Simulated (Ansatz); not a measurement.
One change: `CNBF` becomes `CNBCN`.

Ansatz, PBE0-D4/def2-TZVP geometries, multiplicity 1. Each molecule was computed in one conformer, which needn't be the lowest.

```json
{"property": "HOMO–LUMO gap (B3LYP/def2-TZVPP) / eV", "`CNBF`": "8.17"}
{"property": "HOMO energy (PBE0/def2-TZVPP) / eV", "`CNBF`": "-7.78"}
{"property": "LUMO energy (PBE/def2-TZVPP) / eV", "`CNBF`": "-0.06"}
{"property": "HOMO–LUMO gap (PBE/def2-TZVPP) / eV", "`CNBF`": "6.35"}
{"property": "HOMO energy (ωB97M-V/def2-TZVPP) / eV", "`CNBF`": "-10.13"}
{"property": "LUMO energy (ωB97M-V/def2-TZVPP) / eV", "`CNBF`": "2.39"}
```

Give the same properties after the change, and the shifts. (Best estimate.)

The calculation gave: 
```csv
property,`CNBCN`,shift
HOMO–LUMO gap (B3LYP/def2-TZVPP) / eV,6.44,-1.73
HOMO energy (PBE0/def2-TZVPP) / eV,-6.49,1.29
LUMO energy (PBE/def2-TZVPP) / eV,-0.50,-0.44
HOMO–LUMO gap (PBE/def2-TZVPP) / eV,4.49,-1.86
HOMO energy (ωB97M-V/def2-TZVPP) / eV,-8.91,1.22
LUMO energy (ωB97M-V/def2-TZVPP) / eV,2.13,-0.26
```

With PBE0 the HOMO rises by 1.29 eV and the LUMO falls by 0.45 eV, so the gap narrows by about 1.74 eV. PBE moves the HOMO by 1.42 eV and ωB97M-V by 1.22 eV.

B3LYP here is the variant with VWN-RPA as its local correlation; programs differ in this.
